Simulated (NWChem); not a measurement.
System: CHCl$_{2}$F; SMILES FC(Cl)Cl

All runs: NWChem. Pople sets run with spherical d functions. The geometry was optimised at B3LYP/6-31G* (spherical d). COSMO at PBE/6-31G*, default radii, gas-phase geometry; f = (ε − 1)/ε scales the surface charges.

```
row            f  electrostatic solvation energy (kcal/mol)
--------  ------  -----------------------------------------
ε = 1.5   0.3333                                      -0.73
ε = 2.4   0.5833                                   withheld
ε = 4.8   0.7917                                      -1.85
ε = 11.7  0.9145                                      -2.18
ε = 37.5  0.9733                                      -2.34
```

Problem. Fit a straight line of the last column on the one before it, predict the withheld value, and compare with the run.

Solution. 
1. Means of the 4 shown rows: x = 0.75320, y = -1.775. Slope Σ(x − x̄)(y − ȳ)/Σ(x − x̄)² = -0.6314/0.2523 = -2.503; intercept 0.110.
2. The shown rows scatter about the line by 0.013 (root mean square); the largest residual is +0.02, at ε = 4.8.
3. At x = 0.5833 (ε = 2.4; inside the shown range) the line gives -1.35.
4. The run gives -1.32, +0.03 from the line.
